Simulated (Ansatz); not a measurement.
A run on CH$_{3}$BTe, SMILES `B1C[Te]1` with other settings.

```yaml
crystal:
  periodic: [false, false, false]
  atoms:
    - {symbol: B, position_ang: [-0.477120, -0.596765, -0.476774]}
    - {symbol: C, position_ang: [0.185566, 0.585506, 0.206764]}
    - {symbol: Te, position_ang: [1.047855, -1.405625, 0.710519]}
    - {symbol: H, position_ang: [-1.326512, -0.941475, -1.224930]}
    - {symbol: H, position_ang: [0.886465, 1.223060, -0.324486]}
    - {symbol: H, position_ang: [-0.274153, 1.071300, 1.062707]}
basis:
  gaussian: {orbitals: def2-mTZVP}
hamiltonian: {xc: {name: B97M-V}}
output: {forces: true}
```

```sh
$ ansatz run in.yaml --threads 2 --pin off --events-out ev --progress --plain --max-ram 4352MiB
```

Shortened log:

```
Functional definition: B97M-V
850 factors; their error is unknown
mean field evaluation 1: about -9037.2901 eV, gradient 7.7e1 eV
mean field evaluation 2: about -8930.3598 eV, gradient 1.6e2 eV
mean field evaluation 4: about -9055.0421 eV, gradient 7.6e0 eV
mean field evaluation 8: about -9055.2352 eV, gradient 2.6e-1 eV
mean field evaluation 16: about -9055.0842 eV, gradient 2.9e-3 eV
mean field -9055.08424640 eV, -332.7682082986 hartree, gradient 1.5e-5 eV, S^2 0.000000; 0 other end points of the search recorded, 0 dependent functions left out
reference -9055.08429942 eV, -332.7682102472 hartree; 19, 19 occupied and 64, 64 virtual orbitals, 850 factors
Total energy: -9055.08429942 eV, -332.7682102472 hartree
Atom 0 at    -0.477120    -0.596765    -0.476774 Å, force    -0.088057     0.098990    -0.063255 eV/Å
Atom 1 at     0.185566     0.585506     0.206764 Å, force    -0.085506     0.117798    -0.057830 eV/Å
Atom 2 at     1.047855    -1.405625     0.710519 Å, force     0.179015    -0.207350     0.127071 eV/Å
Atom 3 at    -1.326512    -0.941475    -1.224930 Å, force     0.028495     0.042398     0.028449 eV/Å
Atom 4 at     0.886465     1.223060    -0.324486 Å, force    -0.109979    -0.038215     0.093722 eV/Å
Atom 5 at    -0.274153     1.071300     1.062707 Å, force     0.076033    -0.013622    -0.128157 eV/Å
Dipole moment:    -0.012735     0.174657     0.008445 e Å
```

Hardware: 2 threads of an Arm Neoverse V1 on a shared host. Wall time 6.5 s, peak host memory 0.16 GiB.
